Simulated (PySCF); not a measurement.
## BrHfN + HCl → ClHfN + HBr

Level: PBE0 in the def2-TZVP basis family, computed in PySCF with density fitting; scalar-relativistic core potentials for atoms from Rb on, none lighter, no spin–orbit coupling; open shells unrestricted.

```tsv
species	state and structure	E (Eh)	ZPE (kJ/mol)	H(298 K) − H(0) (kJ/mol)	S° (J/(mol K))
BrHfN	singlet, Cs, Hf–Br 2.536 Å, Hf–N 1.721 Å; Br–Hf–N 109.6°	-2676.53523	8.3	12.9	309.9
HCl	singlet, C∞v, H–Cl 1.279 Å	-460.66440	17.9	8.7	186.6
ClHfN	singlet, Cs, Hf–Cl 2.380 Å, Hf–N 1.725 Å; Cl–Hf–N 108.8°	-562.73819	9.0	12.5	298.1
HBr	singlet, C∞v, H–Br 1.421 Å	-2574.45811	16.0	8.7	198.5
```

(1) What is the electronic reaction energy?

(2) Add zero-point, thermal and entropy terms for 298.15 K and 1 bar.

Results:

(1) At PBE0/def2-TZVP, ΔE = 8.7 kJ/mol from the differences of the total energies times 2625.5, uphill. 

(2) ΔZPE = -1.2 and Δ[H(298) − H(0)] = -0.4 kJ/mol give ΔH° = 7.1 kJ/mol. ΔS° = 0.1 J/(mol K), so ΔG° = 7.1 − 298.15 × (0.0001) = 7 kJ/mol and log₁₀K = -1.2.

Spin–orbit coupling can matter for BrHfN, ClHfN and is left out. The structures come from searches over a few start shapes, so lower isomers are not excluded.
